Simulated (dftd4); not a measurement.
C2H6Cl2Si, triplet, at the geometry of the source list (a higher spin typed on purpose: for a closed-shell molecule this is an excited state); D4 for wb97x run with dftd4 4.2.0.

The dftd4 input:
```
$ dftd4 mol.xyz --func wb97x --charge 0 --json dftd4.json --noedisp --grad

# file mol.xyz
11

C      1.46970000    -0.56850000    -0.39370000
Si     0.04640000     0.66220000    -0.12100000
C     -1.52280000    -0.18950000     0.53220000
Cl     0.63840000     2.07840000     1.21270000
Cl    -0.38170000     1.58440000    -1.88200000
H      1.19660000    -1.33230000    -1.11570000
H      2.35960000    -0.06830000    -0.76690000
H      1.73950000    -1.06940000     0.53130000
H     -2.32760000     0.52520000     0.68340000
H     -1.88050000    -0.94260000    -0.16360000
H     -1.33770000    -0.67970000     1.48340000
```

### Question
Predict the main parts of the log of this dftd4 run.

### Answer

```
                    ____  _____ _____     ____  _  _
      -------------|  _ \|  ___|_   _|---|  _ \| || |------------
     |             | | | | |_    | | ___ | | | | || |_           |
     |             | |_| |  _|   | ||___|| |_| |__   _|          |
     |             |____/|_|     |_|     |____/   |_|            |
     |             ===================================           |
     |            E. Caldeweyher, S. Ehlert & S. Grimme          |
     |          Mulliken Center for Theoretical Chemistry        |
     |                    University of Bonn                     |
      -----------------------------------------------------------

Rational (Becke-Johnson) damping: wb97x-D4-ATM
---------------------
  s6         1.0000
  s8         0.5093
  s9         1.0000
  a1         0.0662
  a2         5.4487
 alp        16.0000
--------------------

Dispersion energy:      -2.7251565227461E-02 Eh

Gradient norm:           3.8635771507325E-03 Eh/a0
--------------------------------------------------
     #    Z           dE/dx      dE/dy      dE/dz
--------------------------------------------------
     1    6 C     7.093E-04 -7.433E-04 -1.151E-04
     2   14 Si   -1.680E-05 -2.435E-04  4.440E-05
     3    6 C    -8.004E-04 -5.523E-04  3.520E-04
     4   17 Cl    7.368E-04  1.598E-03  1.727E-03
     5   17 Cl   -5.567E-04  9.712E-04 -2.197E-03
     6    1 H     1.879E-04 -2.296E-04 -7.580E-05
     7    1 H     2.616E-04 -1.588E-04 -6.087E-05
     8    1 H     2.173E-04 -2.154E-04  1.326E-05
     9    1 H    -2.790E-04 -9.032E-05  1.064E-04
    10    1 H    -2.446E-04 -1.749E-04  5.805E-05
    11    1 H    -2.153E-04 -1.606E-04  1.471E-04
--------------------------------------------------

Virial:
--------------------------------------------------
      component           x          y          z
--------------------------------------------------
          x       1.051E-02  2.198E-04  8.940E-04
          y       2.198E-04  1.134E-02  2.454E-04
          z       8.940E-04  2.454E-04  1.299E-02
--------------------------------------------------

[Info] Dispersion results written to 'dftd4.txt'
[Info] JSON dump of results written to 'dftd4.json'
```
